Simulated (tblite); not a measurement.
A geometry optimisation, step by step.

Species: C6H5F2O (doublet state).
Atom-mapped SMILES: `[OH:1][C:2]1=[C:3]([F:4])[CH:5]=[CH:6][C@@H:7]([F:8])[CH:9]1` (hydrogens: H10 on O1; H11 on C5; H12 on C6; H13 on C7; H14 on C9)
Bond orders are those of one Lewis drawing.

Computed with GFN2-xTB (tblite), gas phase: L-BFGS steps from a force-field or distance-geometry start until the largest atomic force falls under 0.01 eV/Å. 5 of its 26 geometries are shown.

Step 0: E = -784.9380 eV, largest atomic force 4.534 eV/Å
```
atom  x, y, z in Å  |  force x, y, z in eV/Å
O1     -2.179   -0.942   -1.041   -0.604   0.813   0.735
C2     -1.077   -0.390   -0.464    2.068  -3.088  -2.597
C3     -1.105    0.579    0.469    0.617   1.839   1.631
F4     -2.301    1.093    0.856   -0.057  -0.029   0.024
C5      0.084    1.121    1.062   -0.697  -0.376  -0.456
C6      1.286    0.665    0.673    0.335   0.071   0.037
C7      1.470   -0.410   -0.368   -1.423   0.476   0.455
F8      2.202   -1.427    0.178    0.701  -0.652   0.206
C9      0.181   -0.956   -0.899   -1.818   1.234   0.889
H10    -2.966   -0.496   -0.641    0.494  -0.464  -0.432
H11    -0.026    1.892    1.808   -0.017  -0.036  -0.007
H12     2.191    1.060    1.128   -0.161  -0.181  -0.160
H13     2.051   -0.007   -1.186    0.601   0.134  -0.538
H14     0.188   -1.782   -1.597   -0.040   0.260   0.215
```

Step 6: E = -785.2169 eV, largest atomic force 0.101 eV/Å
```
atom  x, y, z in Å  |  force x, y, z in eV/Å
O1     -2.188   -0.933   -1.030   -0.017  -0.026   0.020
C2     -1.052   -0.435   -0.491   -0.008   0.034   0.003
C3     -1.088    0.599    0.471   -0.014   0.024   0.009
F4     -2.296    1.077    0.849   -0.100  -0.012  -0.002
C5      0.068    1.122    1.055    0.022   0.019  -0.015
C6      1.286    0.668    0.674    0.031   0.000   0.000
C7      1.438   -0.393   -0.357    0.032  -0.020   0.014
F8      2.218   -1.442    0.169   -0.005  -0.013  -0.019
C9      0.156   -0.930   -0.879    0.014  -0.018  -0.015
H10    -2.959   -0.497   -0.642   -0.011   0.027   0.026
H11    -0.030    1.889    1.807   -0.043   0.007  -0.003
H12     2.189    1.047    1.120    0.041  -0.015   0.022
H13     2.064   -0.022   -1.191    0.018  -0.014  -0.025
H14     0.192   -1.751   -1.576    0.042   0.007  -0.016
```

Step 12: E = -785.2187 eV, largest atomic force 0.037 eV/Å
```
atom  x, y, z in Å  |  force x, y, z in eV/Å
O1     -2.191   -0.935   -1.021   -0.016  -0.017  -0.002
C2     -1.052   -0.433   -0.491    0.000  -0.017  -0.005
C3     -1.090    0.603    0.469    0.016   0.007   0.000
F4     -2.305    1.071    0.846    0.009  -0.003  -0.001
C5      0.067    1.125    1.051    0.012   0.004   0.003
C6      1.288    0.669    0.675    0.003  -0.011  -0.010
C7      1.440   -0.393   -0.357    0.017  -0.007   0.013
F8      2.218   -1.447    0.165   -0.026   0.026  -0.007
C9      0.157   -0.928   -0.880    0.008   0.007  -0.012
H10    -2.959   -0.491   -0.636    0.008   0.011   0.018
H11    -0.037    1.891    1.804   -0.001   0.010  -0.007
H12     2.195    1.041    1.125   -0.031  -0.013   0.007
H13     2.068   -0.026   -1.194   -0.001   0.003   0.013
H14     0.201   -1.747   -1.578    0.000   0.000  -0.010
```

Step 19: E = -785.2193 eV, largest atomic force 0.014 eV/Å
```
atom  x, y, z in Å  |  force x, y, z in eV/Å
O1     -2.194   -0.940   -1.013    0.004   0.006   0.006
C2     -1.052   -0.436   -0.493    0.006   0.003   0.001
C3     -1.089    0.603    0.465   -0.002   0.000   0.002
F4     -2.305    1.067    0.844    0.001   0.003  -0.005
C5      0.067    1.128    1.048   -0.004  -0.002  -0.003
C6      1.288    0.668    0.675   -0.003   0.001   0.003
C7      1.440   -0.392   -0.358    0.005   0.002   0.005
F8      2.213   -1.447    0.165   -0.002  -0.003  -0.001
C9      0.158   -0.926   -0.886    0.005   0.003   0.002
H10    -2.955   -0.486   -0.625   -0.008  -0.011   0.002
H11    -0.039    1.896    1.798    0.002  -0.003  -0.007
H12     2.191    1.034    1.134    0.000  -0.005  -0.003
H13     2.071   -0.025   -1.192    0.000   0.001   0.004
H14     0.205   -1.745   -1.585   -0.006   0.004  -0.006
```

Step 25: E = -785.2194 eV, largest atomic force 0.010 eV/Å
```
atom  x, y, z in Å  |  force x, y, z in eV/Å
O1     -2.194   -0.940   -1.011    0.003  -0.003  -0.002
C2     -1.051   -0.436   -0.492   -0.005   0.002  -0.001
C3     -1.089    0.603    0.465   -0.001   0.004  -0.003
F4     -2.305    1.069    0.840    0.006   0.004   0.002
C5      0.067    1.129    1.046   -0.004   0.002   0.004
C6      1.287    0.667    0.676   -0.003   0.001   0.005
C7      1.441   -0.393   -0.358   -0.008   0.002  -0.006
F8      2.212   -1.448    0.165    0.004  -0.008   0.001
C9      0.159   -0.925   -0.887   -0.007   0.001  -0.003
H10    -2.957   -0.491   -0.620    0.006  -0.006   0.001
H11    -0.039    1.898    1.795    0.000   0.005   0.005
H12     2.191    1.031    1.136    0.003   0.004   0.003
H13     2.073   -0.023   -1.189    0.001  -0.006  -0.005
H14     0.203   -1.740   -1.589    0.006  -0.001  -0.003
```

Q: Summarise the path.

A: The energy falls by 27.15 kJ/mol from step 0 to step 25; nine tenths of that is first reached at step 2. It falls at every step. The largest force goes from 4.534 to 0.010 eV/Å. Among the bonds C2–C9 changes most, from 1.446 to 1.364 Å; the atoms move by 0.033 Å rms after alignment.

The cost below is that of the whole relaxation. On Arm Neoverse V2, one thread, shared host, this took 0.13 s of wall time.
